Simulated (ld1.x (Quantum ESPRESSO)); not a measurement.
caesium, PAW: configuration errors across variants

caesium, PAW, made with ld1.x (Quantum ESPRESSO) 7.5 (PBEsol, fully relativistic). Core [Kr] 4d10, reference 5s2 5p6 5d0.5 6s0.5 6p0. Waves: 5s (bound): rcut 2.25, rcutus 2.30 bohr; 6s (bound): rcut 2.25, rcutus 2.30 bohr; 5p (bound): rcut 2.90, rcutus 3.15 bohr; 6p (bound, empty): rcut 2.90, rcutus 3.15 bohr; 5d (bound): rcut 3.95, rcutus 4.40 bohr; 5d channel at 0.75 Ry: rcut 3.95, rcutus 4.40 bohr; 4f channel at -0.15 Ry: rcut 3.00, rcutus 4.00 bohr; 4f channel at 1.75 Ry: rcut 3.00, rcutus 4.00 bohr. Local part: all-electron potential smoothed inside 2.95 bohr (lloc = -1). Core correction: Bessel-smoothed model core inside 2.00 bohr. Augmentation charge: BESSEL, radius 2.00 bohr.

Open shells are filled in proportion to 2j + 1 (rel_dist='average').

All-electron excitation energies from the reference (eV): (1) 5s2 5p6 5d0 6s1 6p0 -0.843; (2) 5s2 5p6 5d0 6s0 6p0 2.948; (3) 5s2 5p6 5d0 6s0.5 6p0 0.614; (4) 5s2 5p6 5d0 6s0 6p1 0.506.

Tests that are not counted but printed errors over 1 eV. “waves 4f channel at -0.15 Ry: rcut 3.00, rcutus 4.96 bohr; 4f channel at 1.75 Ry: rcut 3.00, rcutus 4.96 bohr”: 5s2 5p6 5d1 6s0 6p0 (solver errors, printed error -1.5 eV).

Errors AE − PS in meV (a dash: test not solved or not reliable):

```csv
change,(1),(2),(3),(4),bound ghosts
base,+0.7,+0.7,+0.6,+3.7,not determined
"waves 4f channel at -0.15 Ry: rcut 2.42, rcutus 2.56 bohr; 4f channel at 1.75 Ry: rcut 2.42, rcutus 2.56 bohr",+0.7,+0.7,+0.6,+3.7,not determined
"waves 4f channel at -0.15 Ry: rcut 2.86, rcutus 3.04 bohr; 4f channel at 1.75 Ry: rcut 2.86, rcutus 3.04 bohr",+0.6,+0.6,+0.5,+3.6,not determined
"waves 4f channel at -0.15 Ry: rcut 3.00, rcutus 3.44 bohr; 4f channel at 1.75 Ry: rcut 3.00, rcutus 3.44 bohr",+0.9,+0.8,+0.8,+3.9,not determined
"waves 4f channel at -0.15 Ry: rcut 3.00, rcutus 3.82 bohr; 4f channel at 1.75 Ry: rcut 3.00, rcutus 3.82 bohr",+0.7,+0.6,+0.6,+3.7,not determined
"waves 4f channel at -0.15 Ry: rcut 3.00, rcutus 4.14 bohr; 4f channel at 1.75 Ry: rcut 3.00, rcutus 4.14 bohr",+0.7,+0.6,+0.6,+3.7,not determined
"waves 4f channel at -0.15 Ry: rcut 3.00, rcutus 4.54 bohr; 4f channel at 1.75 Ry: rcut 3.00, rcutus 4.54 bohr",+0.7,+0.6,+0.6,+3.7,not determined
"waves 4f channel at -0.15 Ry: rcut 3.00, rcutus 4.96 bohr; 4f channel at 1.75 Ry: rcut 3.00, rcutus 4.96 bohr",+0.7,+0.6,+0.6,+3.7,not determined
"waves 4f channel at -0.15 Ry: rcut 3.00, rcutus 5.52 bohr; 4f channel at 1.75 Ry: rcut 3.00, rcutus 5.52 bohr",+0.7,+0.7,+0.6,+3.7,not determined
"waves 4f channel at -0.15 Ry: rcut 3.00, rcutus 6.02 bohr; 4f channel at 1.75 Ry: rcut 3.00, rcutus 6.02 bohr",+0.7,+0.6,+0.6,+3.7,not determined
```

Q: Give the same row for: waves 4f channel at -0.15 Ry: rcut 3.00, rcutus 5.18 bohr; 4f channel at 1.75 Ry: rcut 3.00, rcutus 5.18 bohr.

A: +0.6, +0.6, +0.5, +3.7; bound ghosts: not determined.
